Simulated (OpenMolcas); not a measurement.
# Ta+: CASPT2 settings compared

* Program: OpenMolcas
* Basis: ANO-R2 [8s6p5d3f1g]
* Scalar Hamiltonian: X2C, finite nucleus
* Active space: 4 electrons in 6 orbitals (5d 6s)
* State averaging: 2S+1 = 5 even, 15 roots; 2S+1 = 3 even, 63 roots kept (CI in the orbitals of an earlier block, 52 in the spin-orbit step); 2S+1 = 1 even, 49 roots kept (CI in the orbitals of an earlier block, 28 in the spin-orbit step)
* Spin-orbit coupling: state interaction with AMFI integrals over the reference wave functions, term energies averaged over their components

Methods on the same reference wave functions:
A. CASSCF
B. SS-CASPT2, IPEA 0.35 Eh, sigma1 regulariser 0.3 Eh (closed shells correlated: 5s 5p)
C. SS-CASPT2, IPEA 0.2 Eh, imaginary shift 0.2 Eh (closed shells correlated: 5s 5p)
D. MS-CASPT2, IPEA 0.2 Eh, imaginary shift 0.2 Eh (closed shells correlated: 5s 5p)
E. XMS-CASPT2, IPEA 0.3 Eh, sigma2 regulariser 0.25 Eh (closed shells correlated: 5s 5p)

Energies in cm⁻¹ above 5d³ 6s ⁵F₁, the measured ground level; measured values from NIST Handbook of Basic Atomic Spectroscopic Data.

| Level | A | B | C | D | E | Measured |
| --- | --- | --- | --- | --- | --- | --- |
| 5d³ 6s ⁵F₁ | 0.0 | 0.0 | 0.0 | 0.0 | 0.0 | 0.0 |
| 5d³ 6s ⁵F₂ | 1061 | 1053 | 1051 | 1035 | 1031 | 1031 |
| 5d³ 6s ⁵F₃ | 2608 | 2640 | 2650 | 2650 | 2610 | 2642 |
| 5d³ 6s ⁵F₄ | 4464 | 4490 | 4500 | 4510 | 4480 | 4416 |
| 5d³ 6s ⁵F₅ | 6426 | 6410 | 6410 | 6410 | 6450 | 6187 |
| 5d³ 6s ³P₀(1) | 6579 | 3830 | 3480 | 3760 | 4840 |  |
| 5d³ 6s ³P₁(1) | 7442 | 4810 | 4470 | 4550 | 5550 |  |
| 5d² 6s² ³F₂ [72 %] | 10743 | 4710 | 4280 | 2490 | 2160 |  |
| 5d² 6s² ³F₃ | 12727 | 7100 | 6650 | 5380 | 5000 | 6831 |
| 5d³ 6s ⁵P₁ | 12737 | 11550 | 11370 | 11460 | 11610 |  |
| 5d² 6s² ³F₄ [59 %] | 14479 | 9420 | 8990 | 8490 | 8160 | 9746 |
| 5d³ 6s ⁵P₃ | 14524 | 13460 | 13280 | 13270 | 13300 |  |
| 5d⁴ ⁵D₀ | 14884 | 14550 | 14640 | 14440 | 15110 |  |
| 5d⁴ ⁵D₁ [72 %] | 15267 | 14920 | 15000 | 14830 | 15500 |  |
| 5d⁴ ⁵D₂ [70 %] | 16047 | 15790 | 15890 | 15850 | 16460 |  |
| 5d⁴ ⁵D₃ | 17222 | 17140 | 17260 | 17230 | 17850 |  |
| 5d³ 6s ³G₅ [60 %] | 17529 | 15700 | 15400 | 15410 | 16770 |  |
| 5d³ 6s ³D₁ [52 %] | 19561 | 16540 | 16100 | 15840 | 17290 |  |

Deviations, from unrounded energies. A percentage is the sum of absolute deviations over the sum of measured energies, with the sign that they share, or ± where signs differ.

| Against measurement | Levels | A | B | C | D | E |
| --- | --- | --- | --- | --- | --- | --- |
| mean absolute deviation (cm-1) | 6 | 1800 | 150 | 210 | 510 | 630 |
| fine structure of the ground term (%) | 4 | ±2.5 | ±2.3 | +2.3 | +2.3 | ±2.5 |
| other configurations (%) | 2 | +64.1 | ±3.6 | -5.7 | -16.3 | -20.6 |

B lies closest to measurement on these levels and A furthest from it. The largest miss of B in the table is 5d² 6s² ³F₄ [59 %], by -330 cm-1. The ranking rests on the paired levels alone, and a cruder setting can come out closer through cancelling errors.

Among B to E the level of the table that moves most is 5d² 6s² ³F₂ [72 %], by 2500 cm-1 (lowest in E, highest in B). Moves below CASPT2's spread within the term are not significant.

The mean deviations of B to E differ by less than CASPT2's widest spread within a term (1700 cm-1), so their order carries little weight.

From A to B the spin-free energies of the other terms of 5d³ 6s shown, above ⁵F, scale by factors of 0.47 to 0.88.

The lowest spin-free term lies below A's lowest term by 0.244 hartree in B, 0.249 hartree in C, 0.249 hartree in D, 0.252 hartree in E.

Term energies are means over components that CASPT2 splits; among the terms shown or strongly mixed into the levels shown the widest spread is 1700 cm-1 (5d³ 6s ⁵F, E). Over all roots computed the reference weight is 0.88 to 0.94 in E; the roots of lowest weight are the least certain, and an intruder state may touch them. Some high roots are left out of the spin-orbit mixing, which shifts the levels that they would mix with. Terms from blocks run as CI alone lack orbitals of their own. Configurations are named by rounded mean occupations; where the s occupation lies near a half they are strongly mixed, a name can repeat and a true partner stay unpaired. A single d shell beside an s shell can misplace configurations of different d count against each other. The CASPT2 spread within a term exceeds the gap to the next term for 5d² 6s² ³F and 5d³ 6s ³P(1), 5d³ 6s ³P(2) and 5d³ 6s ³H, so the order of their levels is uncertain, and so are names and mixing where such terms share a J (figures for D; the like holds for E). Without dynamic correlation excited terms often stand tens of per cent too high (terms of higher spin than the ground term too low), and those without a measured partner can miss by more than the paired ones (holds for A). Computed and measured levels are paired by configuration, term and J; levels that our copy of the source lacks, or whose pairing is in doubt (as where it misses far off the trend of its configuration), stay unpaired and out of the deviations. Levels of configurations outside the active space are missing. Levels that lie high or do not pair safely by name in every column are left out.

A share in square brackets marks a mixed level and gives the weight of the term that names it, the lowest over the columns. A number in round brackets counts repeated terms of one configuration in the order of the reference energies.
